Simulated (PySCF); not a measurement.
## Diatomic cations of C with the fourth-period p block

CCSD(T) with double-zeta basis sets in PySCF, for the lowest determinant that a PBE0 search found; no spin–orbit coupling. De refers to high-spin ground-configuration atoms (the charge goes to the atom of lower measured ionisation energy or higher electron affinity, which is not always the lowest computed limit).

```tsv
M	basis	reference, frozen orbitals	charged atom	state (unpaired electrons)	Re (Å)	ωe (cm⁻¹)	De (eV)
Ga	cc-pVDZ-PP/cc-pVDZ	UHF, 5	Ga+	triplet (σ ↑, π ↑)	2.792	148	0.28
Ge	def2-SVPD	UHF, 10	Ge+	quartet (σ ↑, π ↑↑)	1.921	693	2.93
Br	cc-pVDZ/cc-pVDZ-PP	RHF, 5	C+	singlet (closed shell)	1.719	957	5.76
```

The shortest bond is that of CBr⁺ (1.719 Å), the longest that of GaC⁺ (2.792 Å). CBr⁺ is bound most strongly (5.76 eV) and GaC⁺ least (0.28 eV).

The rows differ in basis set, which adds steps of its own.

The state changes along the series, so neighbouring rows are not always alike in their bonding.

Correlated steps freeze the inner cores (5 to 10 orbitals); shallow outer-core shells are correlated. Weak bonds: GaC⁺. Basis-set superposition, not corrected here, can be much of De in a small basis, most of all at correlated wavefunction levels. For an ion De counts to the pair picked by the measured ionisation energies or electron affinities, which need not be the lowest pair at this level. Where the molecule has an RHF reference, its open-shell atoms are computed with UHF. The CCSD T1 diagnostic is raised in CBr⁺, a sign that a single reference may not be enough there. States were picked by a PBE0 search and need not be the measured ground states.
